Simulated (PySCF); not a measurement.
This script is equivalent to a calculation on Tc (technetium, neutral).

```python
from pyscf import gto, scf, dft, mp, cc
import basis_set_exchange as bse
txt = bse.get_basis("aug-cc-pVDZ-PP", elements=["Tc"], fmt="nwchem", header=False)
cut = txt.index("\nECP")
mol = gto.M(atom="Tc 0 0 0", charge=0, spin=5, symmetry="D2h",
            basis=gto.basis.parse(txt[:cut]),
            ecp={"Tc": gto.basis.parse_ecp(txt[cut:])})
mf = scf.UHF(mol)
mf.irrep_nelec = {'Ag': (4, 2), 'B1g': (1, 0), 'B2g': (1, 0), 'B3g': (1, 0), 'B1u': (1, 1), 'B2u': (1, 1), 'B3u': (1, 1)}
mf.kernel()
```

(1) What total energy does it give?

(2) Which occupied shell lies highest, and where?

(3) What is ⟨S²⟩, and what would a pure spin state give?

Energies and moments cover only the electrons outside the core potential.

## Answers

(1) -79.84723 hartree (calculated).

(2) 5s β, at -5.703 eV.

(3) 8.782, against 8.75.
